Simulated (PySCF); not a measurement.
A structure optimised at PBE-D3(BJ)/def2-TZVP, used in a PySCF frequency run:

```
C
H 1 1.0947
H 1 1.0986 2 111.01
H 1 1.0986 2 111.01 3 -122.49
Ga 1 2.0260 2 111.30 3 118.75
Cl 5 2.2063 1 114.07 2 180.00
```
Charge 0, spin multiplicity 2.

Task: Write its SMILES, formula and point group.

Result: [CH3][Ga][Cl], CH3ClGa, Cs

Task: What are its rotational constants (standard atomic weights)?

Result: 13.824, 3.0687, 2.5526 GHz
